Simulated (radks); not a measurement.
Task: Sm2+, 60 electrons, occupied as [Xe] 4f6. All-electron calculation, Dirac Kohn-Sham, PBE, spin-unpolarised, spherical densities, point nucleus; open shells are shared between the two j in proportion to 2j + 1. Program: a radial shooting solver on a logarithmic mesh with Libxc functionals. Some entries of the table are withheld. Estimate them.

orbital     occ.  eigenvalue (Ry)  r(max) (bohr)
1s1/2          2        -3428.512        0.01449
2s1/2          2        -560.7933        0.08230
2p1/2          2        -531.5632            (1)
2p3/2          4        -487.2526            (2)
3s1/2          2        -123.6206         0.2338
3p1/2          2        -111.0516         0.2209
3p3/2          4        -102.0788         0.2329
3d3/2          4        -80.30021         0.1857
3d5/2          6        -78.35154         0.1891
4s1/2          2        -25.34170            (3)
4p1/2          2        -20.52409         0.5456
4p3/2          4        -18.55544         0.5712
4d3/2          4        -10.63332         0.5829
4d5/2          6        -10.28176         0.5913
5s1/2          2         -4.15768          1.262
5p1/2          2         -2.86759          1.382
5p3/2          4         -2.60583          1.457
4f5/2    2.57143         -1.17614         0.6111
4f7/2    3.42857         -1.13610         0.6163

Result: 
(1) 2p1/2 r(max) (bohr): 0.06237
(2) 2p3/2 r(max) (bohr): 0.06800
(3) 4s1/2 r(max) (bohr): 0.5398
